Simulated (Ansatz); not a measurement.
TcO₃F⁺. The state is a doublet with charge 1. Geometry r2SCAN-D4/def2-SVP, that of the neutral singlet; atoms count from 1.

```xyz
5

Tc    0.007    0.024    0.005
O     0.507    0.782   -1.399
O    -1.295    0.857    0.643
O     1.261    0.037    1.111
F    -0.479   -1.700   -0.361
```

In the def2 sets Tc takes a core potential; there is no spin–orbit coupling.

Estimate the Mulliken populations from the PBE0/def2-TZVP orbitals of Ansatz.


```csv
atom,charge (e),spin (α − β),d electrons
Tc1,1.91,-0.30,4.50
O2,-0.27,-0.06,–
O3,-0.17,0.69,–
O4,-0.17,0.69,–
F5,-0.30,-0.02,–
```
Mulliken values depend strongly on the basis.

Where does the spin sit?

Summed by element: Tc -0.30, O 1.31, F -0.02, of 1 unpaired in all. Largest on single atoms: O4 0.69, O3 0.69, Tc1 -0.30.

And the Mayer bond orders between heavy atoms (over 0.3)?

Tc1–O2 1.91 (1.67 Å); Tc1–O3 1.52 (1.67 Å); Tc1–O4 1.52 (1.67 Å); Tc1–F5 0.92 (1.83 Å).
